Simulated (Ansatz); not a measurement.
C2H5BSe can be A, `CBC=[Se]`, or B, `CB1C[Se]1`.

Program: Ansatz. Geometries: PBE0-D4/def2-TZVP. ΔE: electronic, gas phase. CCSD(T)/CBS adds triple-zeta CCSD(T) − MP2 to the extrapolated MP2 energy (def2 sets, frozen cores). DFT in def2-TZVPP. B3LYP here is the variant with VWN-RPA as its local correlation; programs differ in this. For Se outer-core shells are correlated without core-valence functions, which leaves a few kJ/mol of doubt a bond. Scalar relativity is left out up to krypton. One conformer a species, not always the lowest.

Q: Which is lower in electronic energy at CCSD(T)/CBS, and by how much? (An estimate is asked.)

A: Computed: B, by 27.5 kcal/mol.

Q: Give E(B) − E(A) in kcal/mol with BLYP-D4, CCSD/def2-TZVPP, B3LYP-D4, HF/def2-TZVPP, CCSD(T)/def2-TZVPP, B2PLYP, PBE0-D4. (Best estimate.)

A: Computed: BLYP-D4 -23.2, CCSD/def2-TZVPP -27.8, B3LYP-D4 -25.8, HF/def2-TZVPP -26.5, CCSD(T)/def2-TZVPP -27.1, B2PLYP -26.6, PBE0-D4 -30.5. None reverses the order clearly.

Q: Does the order hold for the free energy at 298.15 K (harmonic terms from PBE0-D4)? (An estimate is asked.)

A: Ansatz gave: Yes: G(B) − G(A) = -25.3 kcal/mol, for one conformer each.

Largest T1 diagnostic: 0.018.

At CCSD(T), def2-SVP lies +1.3 kcal/mol from the extrapolated value and def2-TZVPP +0.4 kcal/mol. From BLYP to BHLYP (50 % exact exchange), in def2-TZVPP and without D4, E(B) − E(A) moves by −4.3 kcal/mol.
